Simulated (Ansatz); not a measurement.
```xyz
22

C     1.524    1.191    2.274
C     0.787   -0.024    1.717
C     1.750   -1.023    1.086
Ga   -0.707    0.500    0.507
C    -1.087   -0.462   -1.195
C    -0.177    0.114   -2.282
C    -2.549   -0.389   -1.611
H     2.282    0.894    3.009
H     0.847    1.896    2.763
H     2.050    1.739    1.485
H     0.282   -0.521    2.559
H     2.513   -1.351    1.804
H     1.240   -1.917    0.719
H     2.284   -0.584    0.237
H    -1.591    1.759    0.888
H    -0.810   -1.512   -1.047
H    -0.338   -0.396   -3.240
H     0.884    0.012   -2.037
H    -0.376    1.177   -2.457
H    -3.214   -0.854   -0.877
H    -2.879    0.647   -1.733
H    -2.717   -0.897   -2.570
```

Charge 0, multiplicity 1.

(1) List the CAM-B3LYP/def2-TZVPP orbital energies in eV (Ansatz 0.2.0). (Best estimate.)

Answers

(1) Computed: Occupied: -10138.92, -1250.60, -1107.91, -1107.78, -1107.77, -278.53, -278.41, -278.40, -278.39, -278.37, -278.35, -150.89, -104.44, -104.09, -104.05, -24.31, -24.09, -24.07, -24.03, -23.98, -23.26, -23.11, -20.71, -20.66, -17.70, -17.41, -14.51, -14.08, -13.93, -13.49, -12.74, -12.69, -12.17, -12.13, -11.78, -10.97, -10.92, -10.80, -10.77, -8.71, -7.94. Lowest empty: -0.19, 1.60, 2.14, 2.61, 2.79, 3.06, 3.26, 3.41.
